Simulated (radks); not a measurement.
Results of a calculation; reference values are marked as such.
Ionisation of neutral aluminium, [Ne] 3s2 3p1, to Al+, [Ne] 3s2, under several functionals. Scalar-relativistic Kohn-Sham, spin-polarised, spherical densities, finite nucleus; open shells are filled with parallel spins first; a radial shooting solver on a logarithmic mesh with Libxc functionals.

functional,E(Al) (hartree),Exc (hartree),IE (eV),-e(HOMO) (eV),<r> HOMO (bohr),IE error (eV)
BP86,-242.84911,-18.60366,6.037,3.076,3.381,+0.052
BLYP,-242.84051,-18.59357,5.764,2.767,3.428,-0.222
exchange-only PBE,-242.24733,-17.97698,5.344,2.498,3.577,-0.641
MS2 meta-GGA,-242.82890,-18.59428,5.894,3.007,3.360,-0.091
TASK exchange with Perdew-Wang LDA correlation,-242.75289,-18.51668,5.928,3.169,3.266,-0.058
"LDA (Slater exchange, Perdew-Wang correlation)",-241.77131,-17.48421,5.988,3.013,3.393,+0.002

NIST Atomic Spectra Database: 5.986 eV (measured). Closest: LDA (Slater exchange, Perdew-Wang correlation). The Delta-SCF values span 0.69 eV, the total energies 1.08 hartree. The highest occupied level is 3p. Open shells are spherical and high-spin; term and fine-structure splittings are not resolved.
